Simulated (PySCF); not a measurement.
## Excitation energy of Ge⁺ by level of theory

Ge⁺ [Ar] 3d10 4s2 4p1 (2P) → Ge⁺ [Ar] 3d10 4s1 4p1 5s1 (4P), as a difference of total energies. All numbers are calculated (PySCF 2.14, scalar relativity through the core potential, in aug-cc-pVTZ-PP with one added diffuse shell each of s, d, f type with ECP10MDF (7s5p5d3f, 68 functions)). Correlated levels: valence: 3s2 3p6 3d10 frozen. The calculations carry no spin-orbit coupling.

```json
{"method": "UHF", "excitation energy (eV)": "13.570"}
{"method": "LDA", "excitation energy (eV)": "15.600"}
{"method": "PBE", "excitation energy (eV)": "15.233"}
{"method": "PBE0", "excitation energy (eV)": "15.014"}
{"method": "r2SCAN", "excitation energy (eV)": "15.153"}
{"method": "BHandHLYP", "excitation energy (eV)": "15.262"}
{"method": "wB97X-V", "excitation energy (eV)": "15.288"}
{"method": "MN15", "excitation energy (eV)": "15.133"}
{"method": "r2SCANh", "excitation energy (eV)": "15.088"}
{"method": "MP2 (valence)", "excitation energy (eV)": "14.389"}
{"method": "SCS-MP2 (valence)", "excitation energy (eV)": "14.672"}
```

Problem. How much does correlation contribute at MP2 (valence)?

Solution. 14.389 − (13.570) = 0.819 eV, measured against UHF.

The promoted electron is Rydberg-like, and one or two diffuse shells describe it only roughly, which tends to raise the upper state.
